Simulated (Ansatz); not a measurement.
`O=[C]1[CH2][Al]1[OH]`. Charge 0, multiplicity 1.

```tsv
atom	x (Å)	y (Å)	z (Å)
O1	-0.1375	-0.5417	2.4665
C2	0.1364	-0.2222	1.3543
C3	0.4682	-1.0293	0.1491
Al4	-0.3769	0.6743	-0.3301
O5	-0.8794	1.4556	-1.7359
H6	1.3986	-0.5941	-0.2726
H7	0.5123	-2.1192	0.1872
H8	-1.1218	2.3765	-1.8184
```

Q: Give the diagnostics of a CCSD(T)/def2-TZVPP run (frozen core, Ansatz 0.2.0). (Estimate.)

A: Computed: T1 = 0.0205, largest single amplitude 0.054, largest double 0.064, (T) share of the correlation energy 4.6 %, 13 CCSD cycles. The RHF solution is stable towards an unrestricted one. T1 lies over the customary mark of 0.02 for closed shells.
